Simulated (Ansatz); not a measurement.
Two spin states of BeAl+, each at its own minimum; 2S+1 = 1, 3 were tried, and our sources give no spin for the ground state.

```tsv
level	energy of the multiplicity-3 state above the multiplicity-1 state (kcal/mol)
PBE/def2-TZVPP	34.85
PBE0/def2-TZVPP	35.17
CCSD/def2-TZVPP	46.27
CCSD(T)/def2-TZVPP	45.72
```

The rows run from 34.85 (PBE/def2-TZVPP) to 46.27 kcal/mol (CCSD/def2-TZVPP).

Each state is the lowest solution found for its spin in def2 and cc sets. The singlet is a restricted closed-shell determinant, which can mix singlet states where a π or δ shell is part-filled.

Correlated levels freeze the inner cores; with def2 sets outer-core shells near the valence are correlated too.

Doubts at one or more of the structures used: a restricted determinant that unrestricted orbitals would lower (CCSD/def2-TZVPP, CCSD(T)/def2-TZVPP); T1 above 0.05 (CCSD/def2-TZVPP, CCSD(T)/def2-TZVPP).

Codes used: Ansatz (Gaussian orbitals). Each number belongs to the level named beside it.

Ansatz is a quantum-chemistry and plane-wave program.
